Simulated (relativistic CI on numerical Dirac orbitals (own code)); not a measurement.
Calculated at this level of theory: Dirac-Coulomb-Breit CI, separate exchange-only KLI orbitals for each configuration, model QED, unscaled Slater integrals (own radial code, finite nucleus).

The strongest absorption lines from the ground level of an ion, among the configurations computed and to levels below about 2040 eV (vacuum wavelength in Å, gf): 6.2189 (0.12), 6.2653 (0.06), 8.0978 (0.0027), 8.4974 (0.026), 8.6867 (0.34), 8.8536 (0.22), 69.443 (0.5), 137.63 (0.046).

Task: Which ion is it?
A. In³⁷⁺
B. Cs⁴³⁺
C. Te⁴⁰⁺
D. Ce⁴⁶⁺

Result: C. Te⁴⁰⁺ has 12 electrons and the ground level 3s2 1S_0; the strongest line goes to 3s 3p 1P°_1. The pattern of lines fixes the number of electrons, and along that sequence the line energies rise steadily with the charge (about as its square where n changes within one kind of shell, about linearly where n is kept but much faster in heavy ions where fine structure, which grows about as Z⁴, sets the gap, and irregularly where shells cross), which fixes Z. Configurations outside the model, such as inner-shell arrays, can give stronger lines. At this charge energies of transitions that change n are usually good to better than 1 %, and those within a shell (Δn = 0) to a few per cent.

LS names give the leading component of a level, which can be under half, so a name can repeat, a term be missing and a line seem to break the LS rules.
